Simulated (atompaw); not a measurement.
u(r) = r·R(r): atom against pseudo-atom (zirconium (Zr))

Columns: radius, all-electron u(r) and pseudo u(r) of the 4d shell (level -28.20 eV) of zirconium in the configuration [Ar] 3d10 4s2 4p6 4d1 5s0 5p0; PBE, scalar-relativistic, PAW (atompaw) scheme, atompaw 4.2.0.5.

```csv
r (bohr),all-electron,pseudo
0.094,-0.1034,0.0004
0.188,-0.2904,0.0033
0.283,-0.3630,0.0111
0.377,-0.3105,0.0255
0.471,-0.1828,0.0481
0.565,-0.0235,0.0797
0.660,0.1413,0.1208
0.754,0.2925,0.1702
0.848,0.4248,0.2268
0.942,0.5352,0.2889
1.037,0.6241,0.3548
1.131,0.6908,0.4207
1.225,0.7382,0.4843
1.319,0.7687,0.5431
1.413,0.7848,0.5945
1.508,0.7889,0.6371
1.602,0.7831,0.6683
1.696,0.7696,0.6880
1.790,0.7499,0.6962
1.885,0.7253,0.6932
1.979,0.6976,0.6805
2.073,0.6675,0.6598
2.167,0.6359,0.6332
2.262,0.6031,0.6025
2.356,0.5703,0.5703
2.450,0.5376,0.5376
```

Q: How many radial nodes do the two functions have?

A: The all-electron 4d function has n − l − 1 = 1; the pseudo-wave has 0, since the states of the same l below it are removed with the core.

Q: Is the pseudo-wave norm-conserving?

A: No, it belongs to a PAW set: the norm inside the radius is not constrained, and the difference is carried by the augmentation charge.
